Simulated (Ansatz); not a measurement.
The cluster SnO₃H₂, relaxed as a singlet with RKS PBE-D4/def2-SVP in Ansatz, starting from the GFN1-xTB geometry. Force threshold 0.02 eV/Å.

In the def2 sets Sn takes a core potential; there is no spin–orbit coupling. The structure holds one bond between oxygen atoms, so isomers without such links may lie far lower. The structure comes from a short search, and lower isomers may exist.

Start:

```xyz
6

Sn    0.896    0.535   -0.404
O    -0.575   -1.217   -0.716
O     0.503   -1.505    0.190
O     0.068    1.811    0.823
H    -0.411    2.289    1.488
H    -0.481   -1.914   -1.381
```

Problem. Estimate the energy that the relaxation releases and the steps that it takes.

Solution. 0.53 eV, in 12 steps; 7.5 s on 4 threads of Arm Neoverse V1 on a shared host. No frequencies were taken in this run, so the end may be a saddle point.

Problem. Does the start keep its bonding?

Solution. By distances, no bond broke or formed. The bond that changes most is Sn1–O2, from 2.31 to 2.45 Å (atoms count from 1).

Problem. Predict the relaxed structure.

Solution. 
```
atom    x (Å)    y (Å)    z (Å)
 Sn1   1.1036   0.6370  -0.5394
  O2  -0.6839  -1.0303  -0.6762
  O3   0.3177  -1.0953   0.4271
  O4   0.1178   1.9247   0.6685
  H5  -0.4050   1.3985   1.3098
  H6  -0.4502  -1.8346  -1.1898
```
Bond lengths: 3 × O–Sn 2.02 to 2.45 Å; 1 × O–O 1.49 Å; 2 × H–O 0.98 Å.
